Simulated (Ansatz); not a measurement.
Consider the redistribution: `[OH][In]([Cl])[Cl]` + `BOCN` → `[NH2][In]([Cl])[Cl]` + `BOCO`.

Isolated molecules relaxed with PBE0-D4/def2-TZVP in Ansatz; ΔE leaves out vibrations. CBS: MP2 limit from def2 TZ/QZ plus the TZ coupled-cluster correction, frozen cores. Functionals use def2-TZVPP. B3LYP here is the variant with VWN-RPA as its local correlation; programs differ in this. HSE06 is defined as in plane-wave codes. Elements past krypton have def2 core potentials. For In outer-core shells are correlated without core-valence functions, which leaves a few kJ/mol of doubt a bond. Each species was taken in one conformer, which may not be the lowest.

```
             level  ΔE (kcal/mol)  difference from CCSD(T)/CBS
       LDA (SPW92)            5.3                         -0.2
            PBE-D4            6.3                          0.8
         revPBE-D4            6.7                          1.2
           BLYP-D4            6.6                          1.1
         r2SCAN-D4            6.0                          0.5
            B97M-V            6.6                          1.1
           PBE0-D4            5.3                         -0.2
        r2SCANh-D4            5.6                          0.1
        r2SCAN0-D4            5.1                         -0.4
          HSE06-D4            5.3                         -0.2
          BHLYP-D4            4.8                         -0.7
      CAM-B3LYP-D4            5.4                         -0.1
           ωB97X-V            5.4                         -0.1
           ωB97M-V            5.3                         -0.2
          PBE-QIDH            5.1                         -0.4
               PBE            6.3                          0.8
            revPBE            6.4                          0.9
              BLYP            6.6                          1.1
            r2SCAN            6.0                          0.5
              PBE0            5.3                         -0.2
             B3LYP            5.7                          0.2
           r2SCANh            5.6                          0.1
           r2SCAN0            5.2                         -0.3
             HSE06            5.3                         -0.2
             BHLYP            5.0                         -0.5
         CAM-B3LYP            5.4                         -0.1
       HF/def2-SVP            3.9                         -1.6
      MP2/def2-SVP            6.8                          1.3
     CCSD/def2-SVP            5.7                          0.2
  CCSD(T)/def2-SVP            5.9                          0.4
     HF/def2-TZVPP            4.1                         -1.4
    MP2/def2-TZVPP            5.3                         -0.2
   CCSD/def2-TZVPP            4.7                         -0.8
CCSD(T)/def2-TZVPP            5.0                         -0.5
     HF/def2-QZVPP            4.3                         -1.2
    MP2/def2-QZVPP            5.7                          0.2
SCS-MP2/def2-QZVPP            5.6                          0.1
      HF/CBS(def2)            4.3                         -1.2
     MP2/CBS(def2)            5.8                          0.3
    CCSD/CBS(def2)            5.2                         -0.3
       CCSD(T)/CBS            5.5                            0
```

Largest T1 diagnostic among the species: 0.014.

From r2SCAN to r2SCAN0 (25 % exact exchange), in def2-TZVPP and without D4, ΔE moves by −0.8 kcal/mol. In def2-TZVPP, CCSD(T) changes the Hartree–Fock value by +0.9 kcal/mol (the triples alone add +0.3 kcal/mol) and MP2 by +1.3 kcal/mol. Leaving LDA and LC-ωPBE aside and taking each functional with its dispersion term where it has one, the values spread over 1.9 kcal/mol, from BHLYP-D4 to revPBE-D4. LDA lies −1.0 kcal/mol from PBE without D4.
